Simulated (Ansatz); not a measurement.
Diatomic AlCd, multiplicity 2 (lowest of 2S+1 = 2, 4 at CCSD(T)/def2-TZVPP on PBE0 minima; our sources give no spin for the ground state, which may be another). No spin–orbit coupling.

The constants come from a fifth-degree fit in 1/R (seven points, main isotopes). Runs in def2 and cc sets follow the lowest solution found near the PBE0 minimum.

The values were computed with Ansatz (Gaussian orbitals). Each number belongs to the level named beside it. In def2 rows elements past Kr take small-core potentials, without spin–orbit coupling.

Energies at PBE/def2-TZVPP:

```csv
R (Å),E (hartree)
2.655187,-410.03105399
2.726563,-410.03196684
2.792229,-410.03232089
2.866460,-410.03229524
2.940691,-410.03193450
3.026342,-410.03122821
3.126268,-410.03015603
```

Q: With a reduced mass of 21.8142 u, find the minimum, the force constant and the constants.

A: A fifth-degree polynomial in 1/R puts the minimum at r_e = 2.8236 Å with force constant 31.7 N/m. Then ω_e = (1/2πc)√(k/μ) = 157 cm⁻¹ and B_e = h/(8π²cμr_e²) = 0.09693 cm⁻¹; the cubic and quartic terms give α_e = 0.0011 and ω_e x_e = 1.6 cm⁻¹.

Ansatz is an electronic-structure program.
